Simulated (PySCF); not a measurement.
# input.py for SbI

Input:

```python
from pyscf import gto, dft

mol = gto.M(
    atom='Sb 0 0 0; I 0 0 2.675',
    basis='lanl2dz',
    ecp={'Sb': 'lanl2dz', 'I': 'lanl2dz'},
    charge=0,
    spin=2,
    symmetry=True,
    verbose=3,
)
mf = dft.UKS(mol, xc='revpbe')
mf.kernel()
g = mf.nuc_grad_method()
g.grid_response = True
g.kernel()
mf.dip_moment()
print('orbital energies (hartree):', [e[max(0, n-3):n+3].round(4) for e, n in zip(mf.mo_energy, mol.nelec)])
```

```bash
$ OMP_NUM_THREADS=1 python input.py
```

Output:

```
converged SCF energy = -16.832414798225  <S^2> = 2.0024498  2S+1 = 3.0016328
--------------- SymAdaptedUKS gradients ---------------
         x                y                z
0 Sb     0.0000000000     0.0000000000     0.0303678507
1 I     0.0000000000     0.0000000000    -0.0303678507
----------------------------------------------
Dipole moment(X, Y, Z, Debye):  0.00000,  0.00000, -1.54644
orbital energies (hartree): [array([-0.2733, -0.1963, -0.1963, -0.1062,  0.2436,  0.2531]), array([-0.2923, -0.2603, -0.2603, -0.1431, -0.1431, -0.087 ])]
```

In short: E(SCF) = -16.832415 Eh, ⟨S²⟩ = 2.002, μz(SCF) = -1.55 D, gradient on the second atom -0.0304 Eh/bohr.

It ran on Intel Xeon Platinum 8259CL @ 2.50GHz (1 thread, shared host) in 2.2 s.

The bond length is a typed value, not an optimised one. No search for the lowest solution was made.
